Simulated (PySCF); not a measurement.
```xyz
8

N      2.5537     0.1182    -0.6989
C      1.5304    -0.0210    -0.1894
C      0.2452    -0.1964     0.4525
C     -0.9837    -0.4788    -0.3772
C     -0.9086     0.7099     0.0978
H      0.3248    -0.6031     1.4575
H     -1.4739    -1.2368    -0.9596
H     -1.2880     1.7078     0.2172
```

Charge 0, multiplicity 1.

Problem. Give the Mulliken and meta-Löwdin atomic charges from M06-2X/def2-TZVP // B3LYP-D3(BJ)/def2-TZVP in PySCF 2.14.0.

Solution. 
| atom | Mulliken (e) | meta-Löwdin (e) |
|---|---|---|
| N1 | 0.01 | -0.23 |
| C2 | -0.17 | 0.09 |
| C3 | -0.20 | -0.12 |
| C4 | -0.08 | -0.09 |
| C5 | -0.08 | -0.09 |
| H6 | 0.15 | 0.13 |
| H7 | 0.19 | 0.16 |
| H8 | 0.19 | 0.16 |
